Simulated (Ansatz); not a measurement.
Consider the hydrogenolysis of the Si–O bond: `OCO[SiH2]S` + H₂ → `[SiH3]S` + `OCO`.

Gas-phase electronic energies from Ansatz, PBE0-D4/def2-TZVP geometries. CCSD(T)/CBS is the MP2 limit (def2-TZVPP, def2-QZVPP) plus CCSD(T) − MP2 in def2-TZVPP, frozen cores. This one scheme is used for every species. One conformer a species, not always the lowest.

| species | CCSD(T)/CBS(def2) energy (Eh) |
| --- | --- |
| `OCO[SiH2]S` | -878.92481 |
| H₂ | -1.17544 |
| `[SiH3]S` | -689.27336 |
| `OCO` | -190.79619 |

Q: Work out ΔE.

A: ΔE = (-689.27336) + (-190.79619) − (-878.92481) − (-1.17544) = 0.03070 Eh = +0.84 eV.

Largest T1 diagnostic among the species: 0.012.

The D4 term adds +0.15 eV with B3LYP and +0.08 eV with PBE0; it sums over pairs of atoms, weighted by their polarisabilities, and B3LYP, whose exchange is more repulsive, gets the larger term. In def2-TZVPP, CCSD(T) changes the Hartree–Fock value by +0.16 eV (the triples alone add +0.04 eV) and MP2 by +0.25 eV.

B3LYP here is the variant with VWN-RPA as its local correlation; programs differ in this.
